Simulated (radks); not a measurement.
All-electron atom: Te XLI in [Ne] 3s2 (the NIST ground configuration).

All-electron calculation, Dirac Kohn-Sham, relativistic LDA (MacDonald-Vosko exchange, VWN5 correlation), spin-unpolarised, spherical densities, finite nucleus; Fermi nuclear charge, rms radius 4.7423 fm. Program: a radial shooting solver on a logarithmic mesh with Libxc functionals.

Energy parts (eV):
| part | energy |
|---|---|
| total | -145259.010 |
| kinetic | 154823.193 |
| electron-nucleus | -314779.726 |
| Hartree | 16885.778 |
| exchange-correlation | -2188.255 |

Orbitals (lengths in bohr, moments of r in powers of bohr; r(90%) holds 90 % of the orbital's charge):
[
 {"orbital": "1s1/2", "occ.": "2", "eigenvalue (eV)": "-33976.48", "r(90%)": "0.0501", "<1/r>": "55.38", "<r^2>": "0.001054", "small-component weight": "3.64e-02"},
 {"orbital": "2s1/2", "occ.": "2", "eigenvalue (eV)": "-7232.592", "r(90%)": "0.182", "<1/r>": "13.14", "<r^2>": "0.01636", "small-component weight": "8.03e-03"},
 {"orbital": "2p1/2", "occ.": "2", "eigenvalue (eV)": "-6971.640", "r(90%)": "0.162", "<1/r>": "13.09", "<r^2>": "0.01202", "small-component weight": "8.02e-03"},
 {"orbital": "2p3/2", "occ.": "4", "eigenvalue (eV)": "-6689.439", "r(90%)": "0.169", "<1/r>": "12.13", "<r^2>": "0.01321", "small-component weight": "7.66e-03"},
 {"orbital": "3s1/2", "occ.": "2", "eigenvalue (eV)": "-2922.354", "r(90%)": "0.412", "<1/r>": "5.363", "<r^2>": "0.09172", "small-component weight": "3.11e-03"},
 {"orbital": "3p1/2", "occ.": "0", "eigenvalue (eV)": "-2831.393", "r(90%)": "0.398", "<1/r>": "5.306", "<r^2>": "0.08355", "small-component weight": "3.06e-03"},
 {"orbital": "3p3/2", "occ.": "0", "eigenvalue (eV)": "-2758.546", "r(90%)": "0.409", "<1/r>": "5.054", "<r^2>": "0.08826", "small-component weight": "2.97e-03"},
 {"orbital": "4s1/2", "occ.": "0", "eigenvalue (eV)": "-1563.115", "r(90%)": "0.738", "<1/r>": "2.888", "<r^2>": "0.3098", "small-component weight": "1.64e-03"}
]

The highest occupied level is 3s1/2 at -2922.4 eV. The density falls to 0.001 e/bohr^3 at r = 0.75 bohr.
